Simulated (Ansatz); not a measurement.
A nudged elastic band was laid between two geometries of ClH4NSn (7 atoms, charge 0, multiplicity 1).

The calculation used Ansatz, RKS PBE0/def2-SVP.

* movable images: 9
* climbing image: yes
* spring: 5.0 eV/Å²
* optimiser: quadratic models (default)
* start path: IDPP
* force threshold: 0.03 eV/Å
* iteration limit: 10
* end points: relaxed

Image 0:

```xyz
7
Properties=species:S:1:pos:R:3
N -0.967 0.019 -0.840
Sn 0.569 0.041 0.456
Cl 0.859 -2.162 1.263
H -1.830 0.480 -0.575
H -0.770 0.150 -1.827
H 0.176 0.979 1.827
H 2.025 0.424 -0.350
```

Image 10:

```xyz
7
Properties=species:S:1:pos:R:3
N -0.880 0.467 -0.883
Sn 0.586 0.082 0.460
Cl 0.618 -2.210 1.075
H -1.818 0.282 -0.533
H -0.774 -0.034 -1.764
H 0.243 0.951 1.886
H 2.087 0.394 -0.286
```

(1) Which bonds break or form, and what moves?

(2) Give the energies along the band, and the barrier.

(3) What is the geometry of the highest image?

The band took 4 iterations and of the order of 6 core-minutes.

## Answers

(1) No bond is made or broken. The height of N1 over the plane of its neighbours goes from 0.25 to -0.36 Å.

(2) The forces met the threshold. The highest image is number 1 of 0 to 10, 0.0 kcal/mol above the first end and 2.3 kcal/mol above the last; the last end lies 2.3 kcal/mol below the first. The top lies less than 8 meV above the higher end, about what the thresholds resolve: that end is a shoulder or a very shallow well. Another band between the same ends (9 images) ends at a top of the same energy, where a vibrational analysis finds 1 clearly imaginary mode.

```tsv
image	path coordinate (Å)	energy (kcal/mol)	height of N1 over the plane of its neighbours (Å)
0	0.00	0.0	0.25
1	0.04	0.0	0.20
2	0.11	0.0	0.13
3	0.19	-0.2	0.05
4	0.26	-0.5	-0.03
5	0.33	-1.0	-0.11
6	0.40	-1.5	-0.19
7	0.47	-1.9	-0.25
8	0.54	-2.2	-0.30
9	0.61	-2.3	-0.34
10	0.68	-2.3	-0.36
```

(3) 
```xyz
7
Properties=species:S:1:pos:R:3
N -0.955 0.055 -0.840
Sn 0.573 0.041 0.459
Cl 0.842 -2.171 1.252
H -1.839 0.472 -0.576
H -0.774 0.145 -1.832
H 0.182 0.974 1.834
H 2.032 0.417 -0.344
```

Run time: 6.4 min on 1 CPU thread of a shared host.
